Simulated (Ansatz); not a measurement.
CdClHS (`[SH][Cd][Cl]`). Charge 0, multiplicity 1. Cd takes the def2 core potential. The structure was optimised at the PBE0-D4/def2-TZVP level. It is one conformer, not always the lowest.

```xyz
4

S    -0.400    1.654   -0.379
Cd   -0.266   -0.562    0.307
Cl   -0.164   -2.732    0.992
H     0.831    1.640   -0.920
```

Task: What is the dipole moment at B3LYP/def2-TZVPP? (Estimate.)

Result: Ansatz gave: 1.45 D, with components (0.58, 1.16, -0.65) D in this frame, pointing from negative to positive charge.

Task: And with PBE, r2SCAN, ωB97M-V? (An estimate is asked.)

Result: Ansatz gave: PBE 1.43 D, r2SCAN 1.46 D, ωB97M-V 1.38 D.

Task: Give the Mulliken charges with B3LYP, PBE, ωB97M-V in def2-TZVPP. (An estimate is asked.)

Result: The calculation gave: 
```tsv
atom	B3LYP	PBE	ωB97M-V
S1	-0.37	-0.35	-0.39
Cd2	0.68	0.62	0.69
Cl3	-0.41	-0.38	-0.42
H4	0.10	0.11	0.12
```

B3LYP here is the variant with VWN-RPA as its local correlation; programs differ in this.
